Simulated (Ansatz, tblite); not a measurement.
Isomers of Au4 (singlet), found by a short tight-binding search and relaxed with PBE-D4/def2-SVP in Ansatz.

In the def2 sets Au takes a core potential; there is no spin–orbit coupling. The xTB rows come from tblite. B3LYP takes the VWN-RPA correlation.

Run but left out: HF/def2-SVP, MP2/def2-SVP, CCSD/def2-SVP, CCSD(T)/def2-SVP (B: restricted singlet, unstable towards broken spin symmetry).

Other spin states were run for one of them alone.

A:

```tsv
atom	x (Å)	y (Å)	z (Å)
Au1	0.096	3.419	-1.016
Au2	0.246	-0.884	0.970
Au3	-0.105	-3.419	0.948
Au4	-0.238	0.884	-0.903
```

B:

```xyz
4

Au   -0.673   -1.148    0.005
Au    2.052   -1.202   -0.027
Au    0.672    1.148   -0.004
Au   -2.051    1.202    0.026
```

Q: Estimate their order by electronic energy at PBE0-D4/def2-TZVP, counted from the lowest.

A: B (0.0) < A (41.0), in kJ/mol.

Q: Do the other levels pick the same lowest one?

A: Not GFN2-xTB. Energies above each level's lowest (kJ/mol):

```csv
level,A,B
GFN1-xTB,50.9,0.0
GFN2-xTB,0.0,88.0
PBE-D4/def2-TZVP,37.0,0.0
r2SCAN-D4/def2-TZVP,39.9,0.0
B97M-V/def2-TZVP,37.6,0.0
B3LYP-D4/def2-TZVP,28.9,0.0
PBE0-D4/def2-TZVP,41.0,0.0
```
Point groups (tolerance 0.1 Å): A not assigned, B D2h. Lower isomers may exist.
